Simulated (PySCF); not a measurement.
## Spectroscopy problems

- σ from GIAO-PBE0/pcSseg-1
- GFN2-xTB geometry
- run in PySCF 2.14.0 with density-fitted response routines
- no relativistic terms, one computed conformer, equivalent nuclei averaged, gas phase

δ = σ(ref) − σ, references computed at the same level: $^{1}$H and $^{13}$C against TMS. Splittings of carbon signals by F and P are missing where no couplings were computed. Where no couplings were computed, multiplicities follow the n + 1 count of equivalent neighbours, and m marks all less simple cases (inequivalent or close neighbours, rings, F or P nearby). Shifts are as computed. Against solution values, carbons near 30 ppm lie about +3 ppm off and those near 130 ppm about +5 ppm. Of 1309 compounds with measured shifts, 239 miss one by over three times the rms of a fit or turn the order of signals round; such compounds aren't used in these exercises.

Task: C4H6F2O2Si. $^{1}$H NMR (500 MHz, computed): δ 6.95 (m, 1H), 6.35 (m, 1H), 5.11 (m, 2H), 4.03 (m, 2H). $^{13}$C{$^{1}$H} NMR (computed): δ 144.4, 134.9, 121.6, 56.9. Give a structure.

Result: SMILES FC(F)C1=CO[SiH2]CO1. Rings plus π bonds: 2 (1 ring in the answer). 4 carbon signals for 4 carbons: no two carbons are equivalent. Carbon types of the structure: 1 × C, 2 × CH, 1 × CH2, leaving 2 H on heteroatoms. δC 144.4, 134.9: alkene carbon bearing oxygen. δC 121.6: allylic sp3 CH bonded to 2 F; 2 electronegative neighbours deshield it. δC 56.9: sp3 CH2 bonded to O and Si; deshielded by the electronegative neighbour. δH 6.95: hydrogen on an alkene carbon bearing oxygen; olefinic region.

The data come from this structure; uniqueness wasn't tested.

Task: C6H9ClSi. $^{1}$H NMR (400 MHz, computed): δ 7.15 (m, 1H), 6.88 (d, 1H), 6.67 (m, 1H), 5.80 (m, 1H), 5.78 (m, 1H), 5.77 (m, 1H), 5.59 (m, 1H), 5.47 (s, 2H). $^{13}$C{$^{1}$H} NMR (computed): δ 156.5 (CH), 149.9 (CH), 144.6 (C), 143.6 (CH), 131.2 (CH2), 124.8 (CH2). Give a structure.

Result: SMILES C=C/C=C(/C=C)[SiH2]Cl. The formula gives 3 degrees of unsaturation (no ring in the answer). 6 carbon signals for 6 carbons: no two carbons are equivalent. Carbon types of the structure: 1 × C, 3 × CH, 2 × CH2, leaving 2 H on heteroatoms. δC 156.5, 149.9, 143.6: alkene CH; as expected for a trigonal carbon in a double bond. δC 144.6: fully substituted alkene carbon; an sp2 carbon of a C=C bond. δC 131.2, 124.8: terminal =CH2 carbon; as expected for a trigonal carbon in a double bond. δH 7.15, 6.88, 6.67: hydrogen on an alkene CH; a vinylic proton, deshielded by the sp2 carbon and the C=C anisotropy.

This is the structure that produced the data.
